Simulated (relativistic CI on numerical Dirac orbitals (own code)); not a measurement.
Sc3+ in a cubic cluster: L2,3 absorption with charge transfer

Computed with a charge-transfer multiplet model of a cubic metal-ligand cluster with up to 2 ligand holes, Slater and spin-orbit integrals from Dirac-Coulomb-Breit ions, Slater integrals scaled by 0.9. The ground state mixes d0 with configurations of k ligand holes L, whose averages lie at kΔ + k(k − 1)U_dd/2; a core hole lowers each added d electron by U_cd. 300 K, Lorentzian 0.4 eV and Gaussian 0.3 eV FWHM.

Atomic integrals in eV (Slater integrals scaled, ζ unscaled), ground: F2dd 5.299, F4dd 3.246, zeta_d 0.005; with the core hole: F2dd 5.299, F4dd 3.246, zeta_d 0.020, zeta_core 3.005, F2cd 4.627, G1cd 3.325, G3cd 1.884. Where a configuration has fewer than two d electrons, the dd integrals are those of d2.

Cluster parameters (eV): Δ = 2.7, U_cd = 5, 10Dq = 1.75, 10Dq(ligand) = 0.9, V(eg) = 2.95, V(t2g) = -1.61, final-state hopping factor = 0.9.

```
         Case   n_d    d0   d1L  d2L2     S
U_dd = 4.4 eV  0.76  0.38  0.49  0.13  0.00
U_dd = 5.1 eV  0.74  0.38  0.49  0.12  0.00
U_dd = 5.8 eV  0.72  0.39  0.49  0.11  0.00
```

Weights, n_d and S are thermal averages at 300 K. Photon energies count from the first peak over 30 % of the highest in each spectrum, which can be another peak from case to case. The parameters are a model scan and need not match a compound or its usual spin state. Peaks in eV (height, largest 100):
- U_dd = 4.4 eV: 0.0 (44), 2.3 (68), 4.1 (60), 6.7 (100)
- U_dd = 5.1 eV: 0.0 (42), 2.3 (68), 4.2 (72), 6.7 (100)
- U_dd = 5.8 eV: 0.0 (35), 2.3 (60), 4.3 (71), 6.6 (100)

Curve for U_dd = 4.4 eV (points under 2 left out, the grid thinned):

```json
{"E (eV)": "-1.9", "Intensity": "2.2"}
{"E (eV)": "-1.6", "Intensity": "3.5"}
{"E (eV)": "-1.4", "Intensity": "3.6"}
{"E (eV)": "-1.1", "Intensity": "5.4"}
{"E (eV)": "-0.8", "Intensity": "6.7"}
{"E (eV)": "-0.6", "Intensity": "8.1"}
{"E (eV)": "-0.3", "Intensity": "21.4"}
{"E (eV)": "0.0", "Intensity": "43.8"}
{"E (eV)": "0.2", "Intensity": "30.5"}
{"E (eV)": "0.5", "Intensity": "10.9"}
{"E (eV)": "0.8", "Intensity": "7.1"}
{"E (eV)": "1.1", "Intensity": "6.0"}
{"E (eV)": "1.3", "Intensity": "6.3"}
{"E (eV)": "1.6", "Intensity": "9.7"}
{"E (eV)": "1.9", "Intensity": "24.7"}
{"E (eV)": "2.1", "Intensity": "51.7"}
{"E (eV)": "2.4", "Intensity": "58.9"}
{"E (eV)": "2.7", "Intensity": "22.5"}
{"E (eV)": "2.9", "Intensity": "14.9"}
{"E (eV)": "3.2", "Intensity": "15.4"}
{"E (eV)": "3.5", "Intensity": "23.2"}
{"E (eV)": "3.7", "Intensity": "36.8"}
{"E (eV)": "4.0", "Intensity": "57.7"}
{"E (eV)": "4.3", "Intensity": "52.8"}
{"E (eV)": "4.5", "Intensity": "44.6"}
{"E (eV)": "4.8", "Intensity": "30.9"}
{"E (eV)": "5.1", "Intensity": "21.3"}
{"E (eV)": "5.3", "Intensity": "20.5"}
{"E (eV)": "5.6", "Intensity": "26.5"}
{"E (eV)": "5.9", "Intensity": "41.6"}
{"E (eV)": "6.1", "Intensity": "49.4"}
{"E (eV)": "6.4", "Intensity": "74.7"}
{"E (eV)": "6.7", "Intensity": "100.0"}
{"E (eV)": "6.9", "Intensity": "90.3"}
{"E (eV)": "7.2", "Intensity": "55.3"}
{"E (eV)": "7.5", "Intensity": "26.5"}
{"E (eV)": "7.8", "Intensity": "14.4"}
{"E (eV)": "8.0", "Intensity": "10.6"}
{"E (eV)": "8.3", "Intensity": "7.4"}
{"E (eV)": "8.6", "Intensity": "6.3"}
{"E (eV)": "8.8", "Intensity": "5.9"}
{"E (eV)": "9.1", "Intensity": "4.7"}
{"E (eV)": "9.4", "Intensity": "3.4"}
{"E (eV)": "9.6", "Intensity": "2.7"}
{"E (eV)": "9.9", "Intensity": "2.0"}
```

A d0 ion has no d-d gap: its lowest excitations are ligand-to-metal charge transfer. With the core hole the configuration with one ligand hole lies at Δ + U_dd − U_cd = 2.1, 2.8, 3.5 eV from the one without, in the order of the table; where this is negative the screened configuration lies lower, though the effective hopping of about 6.1 eV (from the holes of the mixed ground state) mixes the two strongly wherever it is as large as the gap.

With at most 2 ligand holes the space is cut while the next configuration still counts, so covalency is underestimated, and a final configuration with one more ligand hole, which can lie low, is missing from the spectra.
